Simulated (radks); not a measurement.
Q: Coulomb parameter of the 4f shell of the holmium ion Ho+ in the model configuration [Xe] 4f10 6s1 6p1, as a second difference U = [E(n + 0.5) + E(n - 0.5) - 2 E(n)] / (0.5)^2 with all orbitals relaxed. "Bare": the charge of the atom changes with n. "Screened": the 6p shell takes up the change at fixed total charge, which measures U(4f,4f) + U(6p,6p) - 2 U(4f,6p). All-electron calculation, scalar-relativistic Kohn-Sham, SCAN, spin-unpolarised, spherical densities, finite nucleus; meta-GGA in the generalised Kohn-Sham scheme; Fermi nuclear charge, rms radius 5.2022 fm. Program: a radial shooting solver on a logarithmic mesh with Libxc functionals. Estimate both.

A: U(bare) = 16.834 eV, U(screened by 6p) = 9.178 eV, against the Slater integral F0(4f,4f) = 32.211 eV with frozen orbitals.
